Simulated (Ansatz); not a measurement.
Ideal-gas functions of GeH3S (`[S][GeH3]`) radical at 500 K and 1 bar, from an Ansatz frequency run at PBE0-D4/def2-TZVP.

Molar mass 107.7 g/mol, point group Cs (symmetry number 1), electronic degeneracy 2, moments of inertia 6.399, 115.843, 115.857 u Å². Harmonic wavenumbers (cm⁻¹, unscaled): 388, 404, 493, 817, 850, 879, 2146, 2158, 2159.

Use S(trans) = R[1.5 ln M + 2.5 ln T − 1.1517]; rotational temperatures θ = 24.2544 K / I; S(rot) = R[ln(√π/σ · √(T³/θAθBθC)) + 1.5]; for each mode x = 1.438777 ν̃/T, S = R[x/(eˣ − 1) − ln(1 − e⁻ˣ)] and H = RT x/(eˣ − 1); 1 cm⁻¹ = 0.0119627 kJ/mol; R = 8.31446 J/(mol·K).

Problem. By hand: the entropy, in J/(mol·K).

Solution. Translation 178.0. Rotation: θ = 3.7903, 0.2094, 0.2093 K, giving 102.2. Vibration, mode by mode: 7.82, 7.52, 6.07, 2.89, 2.68, 2.51, 0.12, 0.12, 0.12, in all 29.9. Electronic 5.8. Sum 315.9 J/(mol·K).

Problem. By hand: H − E and G − E in kJ/mol, counted from the electronic energy.

Solution. Zero-point energy ½ × 10294 × 0.0119627 = 61.6; thermal vibration 9.4; translation, rotation and pV give 4 RT = 16.6. H − E = 87.6 kJ/mol, and G − E = 87.6 − 500 × 315.9/1000 = -70.3 kJ/mol.

Vibration gives 9 % of the entropy.
